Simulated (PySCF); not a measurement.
Shapes and spin states of WOF

Method: PySCF, PBE0, basis W def2-TZVP with ECP60, O def2-TZVP, F def2-TZVP (scalar-relativistic core potentials, no spin–orbit coupling, density fitting).

Relaxations began from a few typed shapes and spin states; open shells are unrestricted. The search is not exhaustive: other isomers or separated fragments can lie lower, and high-lying points may rest on an excited occupation.

| spin | group | bonds | angles | imaginary modes (cm⁻¹) | ΔE (kJ/mol) | ΔE with ZPE (kJ/mol) |
| --- | --- | --- | --- | --- | --- | --- |
| quartet | Cs | W–F 1.896 Å, W–O 1.694 Å | F–W–O 146.6° | none | 0.0 | 0.0 |
| broken-symmetry Ms = 1/2 (⟨S²⟩ 1.61) | Cs | W–F 1.870 Å, W–O 1.683 Å | F–W–O 134.4° | none | 56.8 | 57.0 |
| broken-symmetry Ms = 1/2 (⟨S²⟩ 1.73) | C∞v | W–F 1.912 Å, W–O 1.703 Å | F–W–O 180.0° | 134i, 128i | 76.3 | – |

The lowest minimum found is the quartet Cs: W–F 1.896 Å, W–O 1.694 Å; F–W–O 146.6°.

Formally W is in oxidation state +3, d3, with 3 unpaired electrons (the high-spin count). The Mulliken spin on W is 3.21. The polar-tensor charge on W, 1.28, is far below the formal one.

For the lowest minimum: with open d or f shells other occupations or spin states may lie lower. Spin–orbit coupling, left out here, can matter for elements this heavy.

The electron or spin density has lower symmetry than the nuclear frame for the broken-symmetry Ms = 1/2 (⟨S²⟩ 1.73) C∞v at 76.3 kJ/mol.
